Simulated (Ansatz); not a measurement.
Cost and result for the atomization energy of CH$_{6}$GeOSi (`[GeH3][SiH]1CO1`) (10 atoms, 10 bonds).

```xyz
10

Ge    0.926    1.471    0.554
Si    0.174   -0.411   -0.671
C    -1.136   -1.503   -0.054
O    -1.458   -0.463   -1.034
H     1.022    2.707   -0.354
H    -0.056    1.756    1.698
H     2.320    1.189    1.139
H     1.078   -0.893   -1.745
H    -1.262   -2.511   -0.445
H    -1.608   -1.343    0.913
```

The species carries charge 0 and has multiplicity 1. Correlated methods include outer-core shells of Ge, which these sets cover unevenly. Scalar relativity is left out up to krypton. All single points use the PBE0-D4/def2-TZVP geometry. Program: Ansatz. All runs use 4 threads of an Intel Xeon on a shared host. Times are those of one run each, without the atoms' runs, and a repeat can differ threefold. Electronic energies, without spin–orbit coupling; frozen cores. CCSD(T)/CBS adds CCSD(T) − MP2 in def2-TZVPP to the MP2 limit, and its time is that of the two runs behind it. T1 = 0.014. With those shells the extrapolation isn't a true limit. B3LYP takes the VWN-RPA correlation (the form of Gaussian; ORCA's B3LYP/G).

CCSD(T)/CBS is a level of theory with its own doubt, some kJ/mol a heavy atom from the limit and from the frozen cores, so smaller differences don't rank the functionals.

```tsv
level	functions	wall time	atomization (kcal/mol)	difference from CCSD(T)/CBS	per bond
PBE-D4/def2-TZVPP (with forces)	236	1.9 s	781.8	5.7	0.6
PBE0-D4/def2-TZVPP	236	2.4 s	768.9	-7.2	-0.7
r2SCAN-D4/def2-TZVPP (with forces)	236	3.3 s	777.5	1.4	0.1
B3LYP-D4/def2-TZVPP (with forces)	236	3.4 s	769.7	-6.4	-0.6
B2PLYP/def2-TZVPP	236	4 s	762.4	-13.7	-1.4
ωB97X-V/def2-TZVPP	236	5.5 s	779.1	3.0	0.3
ωB97M-V/def2-TZVPP (with forces)	236	8 s	772.5	-3.6	-0.4
MP2/def2-QZVPP	453	16 s	773.7	-2.4	-0.2
CCSD(T)/def2-TZVPP	236	73 s	756.3	-19.8	-2.0
CCSD(T)/CBS(def2)	–	89 s	776.1	0.0	0.0
```

The D4 term adds +7.6 kcal/mol with B3LYP and +4.0 kcal/mol with PBE0; it sums over pairs of atoms, weighted by their polarisabilities, and B3LYP, whose exchange is more repulsive, gets the larger term. From PBE to PBE0 (25 % exact exchange), in def2-TZVPP and without D4, the atomization energy moves by −12.2 kcal/mol: exact exchange takes away binding that semilocal exchange gives to molecules. In def2-TZVPP, CCSD(T) changes the Hartree–Fock value by +208.7 kcal/mol (the triples alone add +12.0 kcal/mol) and MP2 by +214.3 kcal/mol; breaking electron pairs costs correlation energy, which Hartree–Fock lacks.
